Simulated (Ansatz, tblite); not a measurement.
Removing and adding an electron: the cluster Sc₂N₂ (the lowest singlet isomer of a short search). The state is a singlet with charge 0. Geometry: r2SCAN-D4/def2-SVP. Ansatz, gas phase; energy differences of separate SCF runs; the oxidised species was run as a doublet alone; the reduced species was run as a doublet alone.

```xyz
4

Sc    0.454    0.950    0.844
Sc   -0.454   -0.950   -0.844
N     0.882   -0.833    0.462
N    -0.882    0.833   -0.462
```

The xTB rows come from tblite. The structure comes from a short search, and lower isomers may exist.

```tsv
level	−HOMO (eV)	vertical IE (eV)	−LUMO (eV)	vertical EA (eV)	HOMO–LUMO gap (eV)	IE − EA (eV)	remarks
GFN1-xTB	10.34	13.96	9.53	6.18	0.80	7.78	–
GFN2-xTB	7.78	11.78	6.99	3.41	0.79	8.37	–
PBE-D4/def2-TZVP	3.56	6.45	2.08	–	1.47	–	–
PBE-D4/def2-TZVPD	3.72	–	2.17	0.67	1.55	–	HOMO above zero (-1 doublet)
r2SCAN-D4/def2-TZVP	3.59	6.30	1.63	–	1.97	–	–
r2SCAN-D4/def2-TZVPD	3.74	–	1.71	0.61	2.03	–	HOMO above zero (-1 doublet)
PBE0-D4/def2-TZVP	4.49	6.29	1.44	–	3.04	–	–
PBE0-D4/def2-TZVPD	4.61	–	1.53	0.58	3.08	–	HOMO above zero (-1 doublet)
```

Relaxing the oxidised species (r2SCAN-D4/def2-SVP) changes its energy by -0.38 eV at PBE-D4/def2-TZVP, so the adiabatic ionisation energy to this nearest minimum is 6.07 eV. At PBE0-D4/def2-TZVP it is 5.95 eV.     A HOMO above zero means that the electron is unbound at that level or that self-interaction error raises the level; the energy of removing that electron tells which. Raw xTB energy differences between charge states are shifted by several eV; the methods need an empirical correction for them.
